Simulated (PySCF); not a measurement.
**A PySCF run on BPb**

State: doublet, unpaired electrons σ ↑, a mixture of terms (⟨Lz²⟩ = 2.0), a second solution, started from another occupation.

An equivalent input (the run itself took its basis sets from the Basis Set Exchange, started from a PBE0 density and held the occupation σ 7α 6β, πx 2α 2β, πy 3α 3β, δx 1α 1β, δy 1α 1β):

```python
from pyscf import gto, dft
mol = gto.M(atom='B 0 0 0; Pb 0 0 2.259', basis={'B': 'def2-SVP', 'Pb': 'def2-SVP'}, ecp={'Pb': 'def2-SVP'},
            charge=0, spin=1, verbose=4, symmetry='C2v')
mf = dft.UKS(mol, xc='PBE0')
mf.grids.atom_grid = (80, 434)
mf.grids.prune = dft.gen_grid.treutler_prune
mf.irrep_nelec = {'A1': (8, 7), 'A2': (1, 1), 'B1': (2, 2), 'B2': (3, 3)}
mf.conv_tol = 1e-9
mf.max_cycle = 60
mf.diis_space = 10
mf.kernel()
```

The log (some set-up lines and the per-cycle HOMO/LUMO lines removed):

```
******** <class 'pyscf.dft.uks_symm.SymAdaptedUKS'> ********
method = SymAdaptedUKS
damping factor = 0
level_shift factor = 0
DIIS = <class 'pyscf.scf.diis.CDIIS'>
diis_start_cycle = 1
diis_space = 10
diis_damp = 0
SCF conv_tol = 1e-09
SCF conv_tol_grad = None
SCF max_cycles = 60
number electrons alpha = 14  beta = 13
Set gradient conv threshold to 3.16228e-05
init E= -217.472851975387
cycle= 1 E= -217.482137123423  delta_E= -0.00929  |g|= 0.00804  |ddm|= 0.0418
cycle= 2 E= -217.482099799104  delta_E= 3.73e-05  |g|= 0.0101  |ddm|= 0.0306
cycle= 3 E= -217.482193159956  delta_E= -9.34e-05  |g|= 0.00399  |ddm|= 0.0225
cycle= 4 E= -217.482211035058  delta_E= -1.79e-05  |g|= 0.00056  |ddm|= 0.00782
cycle= 5 E= -217.482212897477  delta_E= -1.86e-06  |g|= 0.000414  |ddm|= 0.00266
cycle= 6 E= -217.482215246819  delta_E= -2.35e-06  |g|= 0.000324  |ddm|= 0.00408
cycle= 7 E= -217.482218123421  delta_E= -2.88e-06  |g|= 0.000173  |ddm|= 0.00742
cycle= 8 E= -217.482219171108  delta_E= -1.05e-06  |g|= 3.8e-05  |ddm|= 0.00668
cycle= 9 E= -217.482219197117  delta_E= -2.6e-08  |g|= 3.48e-06  |ddm|= 0.00115
cycle= 10 E= -217.482219197189  delta_E= -7.17e-11  |g|= 4.1e-07  |ddm|= 5.24e-05
Extra cycle  E= -217.482219197189  delta_E= -6.82e-13  |g|= 1.88e-07  |ddm|= 1.63e-06
converged SCF energy = -217.482219197189  <S^2> = 0.82531951  2S+1 = 2.0739523
```

Repeating this along the bond gives Re = 2.293 Å and ωe = 476 cm⁻¹.

A point of this curve took 0.51 CPU seconds beside 0.1 for the integrals (shared host).

Spin–orbit coupling is left out, which matters for elements this heavy, above all for dissociation energies.
